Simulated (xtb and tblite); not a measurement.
Torsional profile of SMILES c1(C=Cc2cccs2)ccccn1. Scanned: dihedral C2–C1–C8–N13 and dihedral C1–C2–C3–S7; all other coordinates were relaxed at GFN2-xTB. Points at φ and −φ are mirror images.

Atom numbering (GFN2-xTB optimised geometry, Å):
```
22

C     -0.0536     0.1418     0.5770
C      0.7687    -0.1265    -0.4513
C      2.1939    -0.1137    -0.3894
C      3.0732    -0.3802    -1.4103
C      4.4223    -0.2837    -1.0263
C      4.5698     0.0551     0.2825
S      3.0622     0.2640     1.0758
C     -1.4960     0.1162     0.4655
C     -2.3005     0.4055     1.5751
C     -3.6745     0.3725     1.4359
C     -4.2144     0.0532     0.1986
C     -3.3368    -0.2185    -0.8424
N     -2.0266    -0.1904    -0.7222
H      0.3528     0.3926     1.5484
H      0.3322    -0.3738    -1.4095
H      2.7504    -0.6369    -2.4034
H      5.2491    -0.4581    -1.6917
H      5.4770     0.1964     0.8358
H     -1.8440     0.6499     2.5226
H     -4.3173     0.5919     2.2769
H     -5.2816     0.0159     0.0456
H     -3.7062    -0.4732    -1.8283
```

Level of theory: GFN2-xTB (xtb and tblite).

Energy in kcal/mol above the lowest grid point; x is the dihedral C2–C1–C8–N13 (°), y the dihedral C1–C2–C3–S7 (°).

| y \ x | -150 | -120 | -90 | -60 | -30 | 0 | 30 | 60 | 90 | 120 | 150 | 180 |
|---|---|---|---|---|---|---|---|---|---|---|---|---|
| 180 | 2.5 | 5.0 | 7.1 | 5.4 | 2.3 | 1.0 | 2.3 | 5.4 | 7.1 | 5.0 | 2.5 | 1.8 |
| 150 | 3.4 | 5.8 | 7.8 | 6.2 | 3.2 | 2.0 | 3.2 | 6.2 | 8.0 | 5.9 | 3.4 | 2.8 |
| 120 | 6.2 | 8.2 | 10.1 | 8.7 | 6.0 | 4.9 | 6.0 | 8.7 | 10.3 | 8.5 | 6.2 | 5.7 |
| 90 | 8.4 | 10.2 | 11.9 | 10.5 | 8.0 | 7.0 | 8.1 | 10.7 | 12.2 | 10.5 | 8.5 | 8.0 |
| 60 | 6.4 | 8.5 | 10.2 | 8.6 | 5.9 | 4.9 | 6.1 | 8.9 | 10.5 | 8.7 | 6.6 | 5.9 |
| 30 | 3.1 | 5.5 | 7.4 | 5.5 | 2.5 | 1.4 | 2.7 | 5.8 | 7.5 | 5.5 | 3.2 | 2.5 |
| 0 | 1.8 | 4.3 | 6.2 | 4.4 | 1.3 | 0.0 | 1.3 | 4.4 | 6.2 | 4.3 | 1.8 | 1.1 |
| -30 | 3.2 | 5.5 | 7.5 | 5.8 | 2.7 | 1.4 | 2.5 | 5.5 | 7.4 | 5.5 | 3.1 | 2.5 |
| -60 | 6.6 | 8.7 | 10.5 | 8.9 | 6.1 | 4.9 | 5.9 | 8.6 | 10.2 | 8.5 | 6.4 | 5.9 |
| -90 | 8.5 | 10.5 | 12.2 | 10.7 | 8.1 | 7.0 | 8.0 | 10.5 | 11.9 | 10.2 | 8.4 | 8.0 |
| -120 | 6.2 | 8.5 | 10.3 | 8.7 | 6.0 | 4.9 | 6.0 | 8.7 | 10.1 | 8.2 | 6.2 | 5.7 |
| -150 | 3.4 | 5.9 | 8.0 | 6.2 | 3.2 | 2.0 | 3.2 | 6.2 | 7.8 | 5.8 | 3.4 | 2.8 |

Points that lie below all their neighbours on the grid: x = 0, y = 0 (0.0 kcal/mol); x = 0, y = 180 (1.0 kcal/mol); x = 180, y = 0 (1.1 kcal/mol); x = 180, y = 180 (1.8 kcal/mol). The lowest path on the grid from the first to the second passes x = 0, y = -90 at 7.0 kcal/mol.
